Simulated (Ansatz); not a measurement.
Start from `N[SiH](N)[SiH3]` and change one atom or group to get `N[SiH]([SiH3])S`.

Ansatz, PBE0-D4/def2-TZVP geometries, multiplicity 1. Each molecule was computed in one conformer, which needn't be the lowest.

```json
{"property": "LUMO energy (ωB97M-V/def2-TZVPP) / eV", "`N[SiH](N)[SiH3]`": "1.88"}
{"property": "size of the dipole moment (PBE/def2-TZVPP) / D", "`N[SiH](N)[SiH3]`": "1.32"}
{"property": "LUMO energy (PBE/def2-TZVPP) / eV", "`N[SiH](N)[SiH3]`": "-0.56"}
{"property": "HOMO–LUMO gap (ωB97M-V/def2-TZVPP) / eV", "`N[SiH](N)[SiH3]`": "10.93"}
{"property": "HOMO energy (PBE0/def2-TZVPP) / eV", "`N[SiH](N)[SiH3]`": "-6.89"}
{"property": "LUMO energy (PBE0/def2-TZVPP) / eV", "`N[SiH](N)[SiH3]`": "0.27"}
```

What does the change do to each property? (Estimate.)

Ansatz gave: 
```
                                      property  `N[SiH]([SiH3])S`  shift
         LUMO energy (ωB97M-V/def2-TZVPP) / eV               1.40  -0.48
size of the dipole moment (PBE/def2-TZVPP) / D               1.07  -0.25
             LUMO energy (PBE/def2-TZVPP) / eV              -1.11  -0.55
       HOMO–LUMO gap (ωB97M-V/def2-TZVPP) / eV              10.53  -0.40
            HOMO energy (PBE0/def2-TZVPP) / eV              -7.03  -0.14
            LUMO energy (PBE0/def2-TZVPP) / eV              -0.28  -0.55
```

With PBE0 the HOMO falls by 0.14 eV and the LUMO falls by 0.55 eV, so the gap narrows by about 0.41 eV. PBE moves the HOMO by -0.21 eV and ωB97M-V by -0.09 eV. The zero-point energy changes by -43.3 kJ/mol with -3 modes. Dipoles are sizes alone; their direction can turn.
